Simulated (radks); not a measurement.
Values are calculated unless marked as measured or tabulated.
The mean radii <r> (bohr) of the occupied orbitals of an atom or ion are listed with their occupations. Code: a radial shooting solver on a logarithmic mesh with Libxc functionals. Model: scalar-relativistic Kohn-Sham, Slater X-alpha with alpha = 0.667, spin-polarised, spherical densities, finite nucleus; Fermi nuclear charge, rms radius of each element as measured or else 0.836 A^(1/3) + 0.57 fm.

orbital  occ.      <r>
1s up       1  0.04414
1s down     1  0.04414
2s up       1   0.1963
2s down     1   0.1963
2p up       3   0.1713
2p down     3   0.1713
3s up       1   0.5755
3s down     1   0.5753
3p up       3   0.5909
3p down     3   0.5904
3d up       5   0.6334
3d down     5   0.6305
4s up       1    1.796
4s down     1    1.795
4p up       3    2.304
4p down     1    2.387

Name the element and its charge. Open shells, if any, are filled with parallel spins first.

Answer. Z = 34, selenium, charge 0: Se in [Ar] 3d10 4s2 4p4. The 1s radius gives Z: for a bare nucleus <r> = (2 gamma + 1)/(2Z) with gamma = sqrt(1 - (Z/c)^2), 0.0432 bohr for Z = 34, and screening makes it slightly larger (0.04414 here). The occupations add up to 34, and the charge is Z minus that.
